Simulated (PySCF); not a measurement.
TPSS on Ca- (calcium, charge -1), [Ar] 3d1 4s2, 2D determinant. All numbers are calculated (PySCF 2.14, no relativity, point nucleus, in dyall-av2z (17s13p4d, 76 functions)).

```
cycle= 1 E= -677.529796340578  delta_E= -0.00858  |g|= 0.0427  |ddm|= 0.309
cycle= 2 E= -677.529973464204  delta_E= -0.000177  |g|= 0.0449  |ddm|= 0.25
cycle= 3 E= -677.531507567762  delta_E= -0.00153  |g|= 0.003  |ddm|= 0.116
cycle= 4 E= -677.531524325099  delta_E= -1.68e-05  |g|= 0.00107  |ddm|= 0.0106
cycle= 5 E= -677.531530425406  delta_E= -6.1e-06  |g|= 0.00026  |ddm|= 0.00811
cycle= 6 E= -677.531530995524  delta_E= -5.7e-07  |g|= 5.57e-05  |ddm|= 0.00311
cycle= 7 E= -677.531531003274  delta_E= -7.75e-09  |g|= 1.14e-05  |ddm|= 0.000381
cycle= 8 E= -677.531531003514  delta_E= -2.4e-10  |g|= 7.91e-07  |ddm|= 6.74e-05
converged SCF energy = -677.531531003514  <S^2> = 0.76593242  2S+1 = 2.0158695
```

Highest occupied orbital energy: 2.824 eV; ⟨L²⟩ = 6.05; populations by l: s 7.99, p 12.00, d 1.01.

Can this result be used?

With care. The calculation finished and met its thresholds. The configuration of this anion was assumed by filling the next shell in order. It is not the known or likely ground configuration (Ca⁻, Sr⁻ and Ba⁻, for instance, bind a p electron), so these values are not the electron affinity of the element. At TPSS the highest occupied level has a positive energy, so only the finite basis holds that electron.
